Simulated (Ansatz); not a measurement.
Ansatz (a quantum-chemistry and plane-wave program) input (B3LYP/6-31G*):

Ansatz 0.2 input:
```yaml
crystal:
  periodic: [false, false, false]
  atoms:
    - {symbol: Be, position_ang: [-0.00000000, -0.00000000, -1.33383537]}
    - {symbol: H, position_ang: [-0.00000000, -0.00000000, -2.65694959]}
    - {symbol: Cl, position_ang: [0.00000000, 0.00000000, 0.47013477]}
basis:
  gaussian:
    orbitals: 6-31G*
hamiltonian:
  xc: {name: B3LYP}
phonons: {temperatures: {t_min: 298.15, t_max: 298.15, t_step: 100}}
```

Output:

```
Functional definition: B3LYP
integrals: 0.00 GiB planned
382 factors; integrals over basis functions are off by at most 3.2e-4 eV
mean field: 0.08 GiB planned
mean field evaluation 1: about -12941.4587 eV, gradient 1.3e1 eV
mean field evaluation 2: about -12941.4935 eV, gradient 1.4e1 eV
mean field evaluation 4: about -12941.9982 eV, gradient 2.9e-1 eV
mean field evaluation 8: about -12941.9979 eV, gradient 2.1e-4 eV
mean field -12941.99785562 eV, -475.6096487929 hartree, gradient 3.2e-5 eV, S^2 0.000000; 0 other end points of the search recorded, 0 dependent functions left out
the calculation of the forces begins
reference -12941.99803660 eV, -475.6096554437 hartree; 11, 11 occupied and 25, 25 virtual orbitals, 382 factors
these checks for a lower state are left out or cut short: stability, starts, cluster_reference, orbital_swaps, neighbouring_geometries, increment
integrals: 0.00 GiB planned
382 factors; integrals over basis functions are off by at most 3.2e-4 eV
mean field: 0.08 GiB planned
mean field evaluation 16: about -12941.9978 eV, gradient 3.1e-5 eV
mean field -12941.99784851 eV, -475.6096485314 hartree, gradient 1.9e-6 eV, S^2 0.000000; 0 other end points of the search recorded, 0 dependent functions left out
the calculation of the forces begins
reference -12941.99802948 eV, -475.6096551822 hartree; 11, 11 occupied and 25, 25 virtual orbitals, 382 factors
these checks for a lower state are left out or cut short: stability, starts, cluster_reference, orbital_swaps, neighbouring_geometries, increment
integrals: 0.00 GiB planned
382 factors; integrals over basis functions are off by at most 3.2e-4 eV
mean field: 0.08 GiB planned
mean field -12941.99784851 eV, -475.6096485314 hartree, gradient 1.9e-6 eV, S^2 0.000000; 0 other end points of the search recorded, 0 dependent functions left out
the calculation of the forces begins
reference -12941.99802948 eV, -475.6096551822 hartree; 11, 11 occupied and 25, 25 virtual orbitals, 382 factors
these checks for a lower state are left out or cut short: stability, starts, cluster_reference, orbital_swaps, neighbouring_geometries, increment
integrals: 0.00 GiB planned
382 factors; integrals over basis functions are off by at most 3.2e-4 eV
mean field: 0.08 GiB planned
mean field evaluation 32: about -12941.9978 eV, gradient 1.9e-6 eV
mean field -12941.99784851 eV, -475.6096485314 hartree, gradient 1.9e-6 eV, S^2 0.000000; 0 other end points of the search recorded, 0 dependent functions left out
the calculation of the forces begins
reference -12941.99802948 eV, -475.6096551822 hartree; 11, 11 occupied and 25, 25 virtual orbitals, 382 factors
these checks for a lower state are left out or cut short: stability, starts, cluster_reference, orbital_swaps, neighbouring_geometries, increment
integrals: 0.00 GiB planned
382 factors; integrals over basis functions are off by at most 3.2e-4 eV
mean field: 0.08 GiB planned
mean field -12941.99784851 eV, -475.6096485314 hartree, gradient 1.9e-6 eV, S^2 0.000000; 0 other end points of the search recorded, 0 dependent functions left out
the calculation of the forces begins
reference -12941.99802948 eV, -475.6096551822 hartree; 11, 11 occupied and 25, 25 virtual orbitals, 382 factors
these checks for a lower state are left out or cut short: stability, starts, cluster_reference, orbital_swaps, neighbouring_geometries, increment
integrals: 0.00 GiB planned
382 factors; integrals over basis functions are off by at most 3.2e-4 eV
mean field: 0.08 GiB planned
mean field -12941.99774357 eV, -475.6096446750 hartree, gradient 8.8e-7 eV, S^2 0.000000; 0 other end points of the search recorded, 0 dependent functions left out
the calculation of the forces begins
reference -12941.99792450 eV, -475.6096513243 hartree; 11, 11 occupied and 25, 25 virtual orbitals, 382 factors
these checks for a lower state are left out or cut short: stability, starts, cluster_reference, orbital_swaps, neighbouring_geometries, increment
integrals: 0.00 GiB planned
382 factors; integrals over basis functions are off by at most 3.2e-4 eV
mean field: 0.08 GiB planned
mean field -12941.99774453 eV, -475.6096447105 hartree, gradient 8.9e-7 eV, S^2 0.000000; 0 other end points of the search recorded, 0 dependent functions left out
the calculation of the forces begins
reference -12941.99792555 eV, -475.6096513627 hartree; 11, 11 occupied and 25, 25 virtual orbitals, 382 factors
these checks for a lower state are left out or cut short: stability, starts, cluster_reference, orbital_swaps, neighbouring_geometries, increment
integrals: 0.00 GiB planned
382 factors; integrals over basis functions are off by at most 3.2e-4 eV
mean field: 0.08 GiB planned
mean field -12941.99785325 eV, -475.6096487059 hartree, gradient 8.6e-7 eV, S^2 0.000000; 0 other end points of the search recorded, 0 dependent functions left out
the calculation of the forces begins
reference -12941.99803423 eV, -475.6096553566 hartree; 11, 11 occupied and 25, 25 virtual orbitals, 382 factors
these checks for a lower state are left out or cut short: stability, starts, cluster_reference, orbital_swaps, neighbouring_geometries, increment
integrals: 0.00 GiB planned
382 factors; integrals over basis functions are off by at most 3.2e-4 eV
mean field: 0.08 GiB planned
mean field evaluation 64: about -12941.9979 eV, gradient 7.5e-6 eV
mean field -12941.99785325 eV, -475.6096487059 hartree, gradient 8.6e-7 eV, S^2 0.000000; 0 other end points of the search recorded, 0 dependent functions left out
the calculation of the forces begins
reference -12941.99803423 eV, -475.6096553566 hartree; 11, 11 occupied and 25, 25 virtual orbitals, 382 factors
these checks for a lower state are left out or cut short: stability, starts, cluster_reference, orbital_swaps, neighbouring_geometries, increment
integrals: 0.00 GiB planned
382 factors; integrals over basis functions are off by at most 3.2e-4 eV
mean field: 0.08 GiB planned
mean field -12941.99785325 eV, -475.6096487059 hartree, gradient 8.6e-7 eV, S^2 0.000000; 0 other end points of the search recorded, 0 dependent functions left out
the calculation of the forces begins
reference -12941.99803423 eV, -475.6096553566 hartree; 11, 11 occupied and 25, 25 virtual orbitals, 382 factors
these checks for a lower state are left out or cut short: stability, starts, cluster_reference, orbital_swaps, neighbouring_geometries, increment
integrals: 0.00 GiB planned
382 factors; integrals over basis functions are off by at most 3.2e-4 eV
mean field: 0.08 GiB planned
mean field -12941.99785325 eV, -475.6096487059 hartree, gradient 8.6e-7 eV, S^2 0.000000; 0 other end points of the search recorded, 0 dependent functions left out
the calculation of the forces begins
reference -12941.99803423 eV, -475.6096553566 hartree; 11, 11 occupied and 25, 25 virtual orbitals, 382 factors
these checks for a lower state are left out or cut short: stability, starts, cluster_reference, orbital_swaps, neighbouring_geometries, increment
integrals: 0.00 GiB planned
382 factors; integrals over basis functions are off by at most 3.2e-4 eV
mean field: 0.08 GiB planned
mean field -12941.99780549 eV, -475.6096469508 hartree, gradient 1.4e-6 eV, S^2 0.000000; 0 other end points of the search recorded, 0 dependent functions left out
the calculation of the forces begins
reference -12941.99798646 eV, -475.6096536009 hartree; 11, 11 occupied and 25, 25 virtual orbitals, 382 factors
these checks for a lower state are left out or cut short: stability, starts, cluster_reference, orbital_swaps, neighbouring_geometries, increment
integrals: 0.00 GiB planned
382 factors; integrals over basis functions are off by at most 3.2e-4 eV
mean field: 0.08 GiB planned
mean field evaluation 96: about -12941.9978 eV, gradient 1.4e-6 eV
mean field -12941.99780486 eV, -475.6096469275 hartree, gradient 1.4e-6 eV, S^2 0.000000; 0 other end points of the search recorded, 0 dependent functions left out
the calculation of the forces begins
reference -12941.99798586 eV, -475.6096535789 hartree; 11, 11 occupied and 25, 25 virtual orbitals, 382 factors
these checks for a lower state are left out or cut short: stability, starts, cluster_reference, orbital_swaps, neighbouring_geometries, increment
integrals: 0.00 GiB planned
382 factors; integrals over basis functions are off by at most 3.2e-4 eV
mean field: 0.08 GiB planned
mean field -12941.99785435 eV, -475.6096487461 hartree, gradient 1.6e-6 eV, S^2 0.000000; 0 other end points of the search recorded, 0 dependent functions left out
the calculation of the forces begins
reference -12941.99803533 eV, -475.6096553969 hartree; 11, 11 occupied and 25, 25 virtual orbitals, 382 factors
these checks for a lower state are left out or cut short: stability, starts, cluster_reference, orbital_swaps, neighbouring_geometries, increment
integrals: 0.00 GiB planned
382 factors; integrals over basis functions are off by at most 3.2e-4 eV
mean field: 0.08 GiB planned
mean field -12941.99785435 eV, -475.6096487461 hartree, gradient 1.6e-6 eV, S^2 0.000000; 0 other end points of the search recorded, 0 dependent functions left out
the calculation of the forces begins
reference -12941.99803533 eV, -475.6096553969 hartree; 11, 11 occupied and 25, 25 virtual orbitals, 382 factors
these checks for a lower state are left out or cut short: stability, starts, cluster_reference, orbital_swaps, neighbouring_geometries, increment
integrals: 0.00 GiB planned
382 factors; integrals over basis functions are off by at most 3.2e-4 eV
mean field: 0.08 GiB planned
mean field -12941.99785435 eV, -475.6096487461 hartree, gradient 1.6e-6 eV, S^2 0.000000; 0 other end points of the search recorded, 0 dependent functions left out
the calculation of the forces begins
reference -12941.99803533 eV, -475.6096553969 hartree; 11, 11 occupied and 25, 25 virtual orbitals, 382 factors
these checks for a lower state are left out or cut short: stability, starts, cluster_reference, orbital_swaps, neighbouring_geometries, increment
integrals: 0.00 GiB planned
382 factors; integrals over basis functions are off by at most 3.2e-4 eV
mean field: 0.08 GiB planned
mean field -12941.99785435 eV, -475.6096487461 hartree, gradient 1.6e-6 eV, S^2 0.000000; 0 other end points of the search recorded, 0 dependent functions left out
the calculation of the forces begins
reference -12941.99803533 eV, -475.6096553969 hartree; 11, 11 occupied and 25, 25 virtual orbitals, 382 factors
these checks for a lower state are left out or cut short: stability, starts, cluster_reference, orbital_swaps, neighbouring_geometries, increment
integrals: 0.00 GiB planned
382 factors; integrals over basis functions are off by at most 3.2e-4 eV
mean field: 0.08 GiB planned
mean field evaluation 128: about -12941.9978 eV, gradient 6.4e-5 eV
mean field -12941.99779442 eV, -475.6096465438 hartree, gradient 3.0e-6 eV, S^2 0.000000; 0 other end points of the search recorded, 0 dependent functions left out
the calculation of the forces begins
reference -12941.99797545 eV, -475.6096531966 hartree; 11, 11 occupied and 25, 25 virtual orbitals, 382 factors
these checks for a lower state are left out or cut short: stability, starts, cluster_reference, orbital_swaps, neighbouring_geometries, increment
integrals: 0.00 GiB planned
382 factors; integrals over basis functions are off by at most 3.2e-4 eV
mean field: 0.08 GiB planned
mean field -12941.99779408 eV, -475.6096465312 hartree, gradient 2.2e-6 eV, S^2 0.000000; 0 other end points of the search recorded, 0 dependent functions left out
the calculation of the forces begins
reference -12941.99797500 eV, -475.6096531799 hartree; 11, 11 occupied and 25, 25 virtual orbitals, 382 factors
Total energy: -12941.99803660 eV, -475.6096554437 hartree
Atom 0 at    -0.000000    -0.000000    -1.333835 Å, force     0.000000    -0.000000    -0.000174 eV/Å
Atom 1 at    -0.000000    -0.000000    -2.656950 Å, force    -0.000000     0.000000     0.000196 eV/Å
Atom 2 at     0.000000     0.000000     0.470135 Å, force    -0.000000     0.000000    -0.000022 eV/Å
Dipole moment:    -0.000000    -0.000000    -0.116171 e Å
Vibrations: 525.64 525.64 821.20 2215.46 cm⁻¹, zero-point energy 0.253420 eV
```

The blocks after the first are displaced geometries, from whose forces the wavenumbers follow.
